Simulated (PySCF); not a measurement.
Isomers of [C6H14PSi]+ (charge +1), from PySCF, PBE0-D3(BJ)/def2-SVP geometry optimisation, gas phase. One conformer each, no zero-point energy, no frequencies.

Task: Which is lower in electronic energy at this level?
A. `[CH3:1][CH2:2][P@H+:3]1[CH2:4][CH:5]=[C:6]([SiH3:7])[CH2:8]1` (charge +1) with C1–C2–P3–C4 -177°, C2–P3–C4–C5 109°, P3–C4–C5–C6 8°, C5–C6–C8–P3 -8°, C2–P3–C8–C6 -109°: A = 2625, B = 762.7, C = 650.9 MHz, dipole 4.60 D
B. `[CH2:1]=[CH:2][C@@H:3]1[C@H:4]([SiH3:5])[CH2:6][P@H+:7]1[CH3:8]` (charge +1) with C1–C2–C3–C4 -129°, C2–C3–C4–Si5 -23°, C3–C4–C6–P7 21°, C4–C6–P7–C8 -140°, C2–C3–P7–C6 142°: A = 1572, B = 1189, C = 764.5 MHz, dipole 4.72 D

Result: A. That is `CC[P@H+]1CC=C([SiH3])C1`, 24.2 kcal/mol below the other.

| SMILES | mapped SMILES | E (Eh) | relative (kcal/mol) | relative (kJ/mol) | dipole about centre of mass (D) |
| --- | --- | --- | --- | --- | --- |
| CC[P@H+]1CC=C([SiH3])C1 | [CH3:1][CH2:2][P@H+:3]1[CH2:4][CH:5]=[C:6]([SiH3:7])[CH2:8]1 | -866.77599 | 0.0 | 0.0 | 4.60 |
| C=C[C@@H]1[C@H]([SiH3])C[P@H+]1C | [CH2:1]=[CH:2][C@@H:3]1[C@H:4]([SiH3:5])[CH2:6][P@H+:7]1[CH3:8] | -866.73744 | 24.2 | 101.2 | 4.72 |

As drawn, the higher has a four-membered ring, which the lower lacks.
